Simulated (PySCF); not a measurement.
Working with the constants of RbS⁺

UHF-CCSD(T) constants of RbS⁺, ³Σ⁻ (triplet), unpaired electrons π ↑↑ (Rb def2-SVPD with ECP28, S def2-SVPD; scalar-relativistic core potentials (PySCF 2.14); masses 84.9118 and 31.9721 u):

```
ωe            : 90.8 cm⁻¹
ωexe          : 0.941 cm⁻¹
Be            : 0.056478 cm⁻¹
αe            : 0.000686 cm⁻¹
De to Rb⁺ + S : 0.300 eV
```

Task: What force constant and bond length do these constants imply?

Result: Reduced mass μred = 23.227 u; k = 5.8918×10⁻⁷·μred·ωe² (u, cm⁻¹, mdyn/Å) = 0.113 mdyn/Å; Re = √(16.8576/(μred·Be)) (u, cm⁻¹, Å) = 3.585 Å.

Task: Estimate the centrifugal constant D from the Kratzer relation and find the Dunham coefficient a1.

Result: D = 4Be³/ωe² = 8.74e-08 cm⁻¹; a1 = −1 − αeωe/(6Be²) = -4.25.

Correlated steps freeze 5 core orbitals. The bond is weak. Basis-set superposition, not corrected here, can be much of De in a small basis, most of all at correlated wavefunction levels. Spin–orbit coupling is left out. For an ion De counts to the pair picked by the measured ionisation energies or electron affinities, which need not be the lowest pair at this level. The state is the lowest determinant that a PBE0 search found; another state may lie lower at other levels.
